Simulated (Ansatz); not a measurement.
Reaction (formal exchange of groups at a C–C bond): `CC[SeH]` + `CC1CO1` → `C[C@@H]1O[C@H]1C` + `C[SeH]`

Program: Ansatz. Geometries: PBE0-D4/def2-TZVP. ΔE: electronic, gas phase. CBS: MP2 limit from def2 TZ/QZ plus the TZ coupled-cluster correction, frozen cores. DFT in def2-TZVPP. For Se outer-core shells are correlated without core-valence functions, which leaves a few kJ/mol of doubt a bond. Scalar relativity is left out up to krypton. Each species was taken in one conformer, which may not be the lowest.

```
        level  ΔE (kcal/mol)
      PBE0-D4           -4.1
       B2PLYP           -4.1
HF/def2-TZVPP           -4.4
MP2/CBS(def2)           -3.6
```

Q: What does CCSD(T)/CBS give? (Estimate.)

A: Ansatz gave: -3.7 kcal/mol. The listed levels differ from it by -0.4, -0.4, -0.7, 0.1 kcal/mol.

Largest T1 diagnostic among the species: 0.011.
